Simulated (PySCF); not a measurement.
# `InChI=1S/C7H7BrO2S/c1-11(9,10)7-4-2-6(8)3-5-7/h2-5H,1H3`

Geometry (Å), atoms numbered from 1 in this order:
```xyz
18

C    -3.6597   -0.7219   -0.4097
S    -2.8479   -1.1456    1.1227
O    -2.9432   -2.5945    1.2783
O    -3.3484   -0.2324    2.1465
C    -1.1354   -0.7431    0.8251
C    -0.2844   -1.7218    0.3172
C     1.0521   -1.4108    0.0867
C     1.5123   -0.1255    0.3783
Br    3.3187    0.3013    0.0673
C     0.6620    0.8478    0.9061
C    -0.6741    0.5340    1.1354
H    -3.2337   -1.3205   -1.2243
H    -4.7164   -0.9798   -0.2528
H    -3.5479    0.3536   -0.5943
H    -0.6717   -2.7247    0.1241
H     1.7383   -2.1615   -0.3084
H     1.0483    1.8402    1.1436
H    -1.3591    1.2643    1.5719
```

The calculation used TDDFT CAM-B3LYP/def2-SVPD excited states, vertical, gas phase (PySCF). Geometry: PBE0-D3(BJ)/def2-SVP.

The calculation is non-relativistic, which matters for the atoms heavier than Zn. Singlets 5 and 6, 7 and 8 lie within 0.01 eV of each other, so their separate moments and overlaps can depend on how they mix.

Q: How strongly do the lowest singlets absorb one photon, and two photons of half the energy?

A: δ for parallel linear polarisation; σ at the peak of a Lorentzian of half width 0.1 eV, single beam; Ω is circular over linear.
```tsv
state	E (eV)	f	photon λ (nm)	δ (au)	σ (GM)	Ω	main
S1	5.23	0.002	474	0.81	0.01	1.50	HOMO→LUMO+1 0.51, HOMO−1→LUMO 0.46
S2	5.57	0.307	445	256	2.91	0.80	HOMO→LUMO 0.89, HOMO−1→LUMO+1 0.09
S3	5.95	0.000	417	4.06	0.05	1.50	HOMO→LUMO+2 0.80
S4	6.25	0.004	397	47.1	0.67	0.80	HOMO−2→LUMO 0.92
S5	6.48	0.154	383	7.72	0.12	1.50	HOMO−1→LUMO 0.37, HOMO→LUMO+1 0.36
S6	6.49	0.048	382	2.07	0.03	1.50	HOMO−3→LUMO 0.74, HOMO−1→LUMO 0.10
```

Among these, the strongest one-photon state is S2, the strongest two-photon state S2, with a dipole change of 2.9 D (relaxed, norm of the difference vector).
